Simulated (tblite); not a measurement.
C$_{6}$H$_{5}$O, doublet, at a GFN2-xTB geometry; tblite 0.6.0 with GFN1-xTB.

Input for tblite:
```
$ tblite run mol.xyz --method gfn1 --charge 0 --spin 1 --json tblite.json --no-restart

# file mol.xyz
12

O      2.27676535    -0.48886203    -0.04083041
C      0.94645310    -0.22625118    -0.01441721
C      0.01914360    -1.22807427     0.13549520
C     -1.32490580    -1.04354997     0.17114835
C     -1.81577177     0.25806659     0.04719198
C     -0.92317777     1.30126057    -0.10586203
C      0.44091718     1.07286965    -0.13748392
H      2.77062526     0.33231355    -0.15259178
H     -2.00456455    -1.87330145     0.29162108
H     -2.88011935     0.43633204     0.07185845
H     -1.29012743     2.31292628    -0.20281411
H      1.13411206     1.89669740    -0.25786455
```

Question: What does tblite print? Leave out banner, timings and long lists.

Answer: 
```
xTB calculator
 | screened Coulomb repulsion
 | Coulomb electrostatics
 |  * isotropic Klopman-Ohno-Mataga-Nishimoto electrostatics
 |  * onsite third-order electrostatics
 | DFT-D3(BJ) dispersion correction

halogen bonding energy    0.0000000000000E+00 Eh
repulsion energy          3.0408247205947E-01 Eh
dispersion energy        -4.8444475296679E-03 Eh
number of electrons       3.5000000000000E+01 e
integral cutoff           1.9731147476801E+01 bohr

------------------------------------------------------------
  cycle        total energy    energy error   density error
------------------------------------------------------------
      1     -19.88664553582  -2.0185884E+01   7.1181395E-01
      2     -19.95842209550  -7.1776560E-02   4.1143425E-01
      3     -19.95813125754   2.9083796E-04   7.4014724E-02
      4     -19.96201704601  -3.8857885E-03   1.6462382E-02
      5     -19.96267482361  -6.5777760E-04   3.0654481E-03
      6     -19.96269921493  -2.4391317E-05   9.8910823E-04
      7     -19.96270031925  -1.1043230E-06   3.3302807E-04
      8     -19.96270048719  -1.6794012E-07   1.0722126E-04
      9     -19.96270049652  -9.3262571E-09   1.0618279E-05
------------------------------------------------------------

electronic energy        -2.0261938521049E+01 Eh
total energy             -1.9962700496519E+01 Eh

Post processing:
 | Mayer-Wiberg bond orders

[Info] JSON dump of results written to 'tblite.json'
```
